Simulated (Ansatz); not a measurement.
Molecule: sum formula Si$_{2}$H$_{4}$F$_{2}$, net charge 0, singlet state. 
Geometry from a B3LYP-D3(BJ)/def2-TZVP (Ansatz, a program for electronic structure) optimisation:
```
Si
F 1 1.6139
H 1 1.4806 2 108.03
H 1 1.4806 3 109.32 2 117.33
Si 1 2.3571 3 111.84 4 124.42
F 5 1.6139 1 107.61 3 -61.50
H 5 1.4806 6 108.03 1 120.92
H 5 1.4806 7 109.32 6 -117.33
```
Charge 0, spin multiplicity 1.

Atomisation energy built up term by term with Ansatz (kcal/mol; UHF references for open shells; valence terms freeze the core; atomic spin-orbit terms are left out). CBS(X,Y): correlation extrapolated as X^-3; Hartree-Fock from the larger set.

```json
[
 {"term": "Hartree-Fock", "basis": "aug-cc-pV(Q+d)Z", "kcal/mol": "492.94"},
 {"term": "CCSD correlation", "basis": "CBS(aug-cc-pV(T+d)Z,aug-cc-pV(Q+d)Z)", "kcal/mol": "148.03"},
 {"term": "(T)", "basis": "CBS(aug-cc-pV(T+d)Z,aug-cc-pV(Q+d)Z)", "kcal/mol": "7.74"},
 {"term": "core correlation", "basis": "cc-pwCVTZ", "kcal/mol": "-0.24"},
 {"term": "scalar relativity (X2C)", "basis": "cc-pVTZ-DK against cc-pVTZ", "kcal/mol": "-1.81"},
 {"term": "sum: De", "basis": "", "kcal/mol": "646.7"}
]
```

(T) makes 1.2 % of the CCSD(T) atomisation energy; under 5 % is typical of single-reference molecules.
